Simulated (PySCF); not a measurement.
# Polarisability and C₆ of Os (osmium, neutral)

[Xe] 4f14 5d7 6s1, high-spin 5F determinant (an excited configuration). All numbers are calculated (PySCF 2.14, scalar relativity through the core potential, in aug-cc-pVTZ-PP with ECP60MDF (6s6p5d3f2g, 88 functions)). Coupled (time-dependent) response in atomic units; α is the mean over directions.

```
method  mean α (bohr³)  C₆ (like pair)  S(−4)
 B97-3           50.54           522.7   1127
PBEsol           48.51           503.6   1020
```

S(−4) is the Cauchy moment in α(ω) = α(0) + S(−4) ω² + …

Spin-orbit coupling is absent.

α(iu) at B97-3:

```csv
u (hartree),α(iu) (bohr³)
0,50.54
0.0500,47.93
0.100,41.90
0.200,29.76
0.300,21.87
0.500,13.71
0.750,8.948
1.00,6.409
1.50,3.830
2.00,2.567
3.00,1.383
5.00,0.5818
```

A single London oscillator, α(iu) = α/(1 + u²/ω²), gives C₆ = (3/4) ω α². Matching the computed C₆ needs ω = 4 × 522.7 / (3 × 50.54²) = 0.273 hartree.

Energies and moments cover only the electrons outside the core potential. Spin-orbit coupling, absent here, splits the open shell strongly.
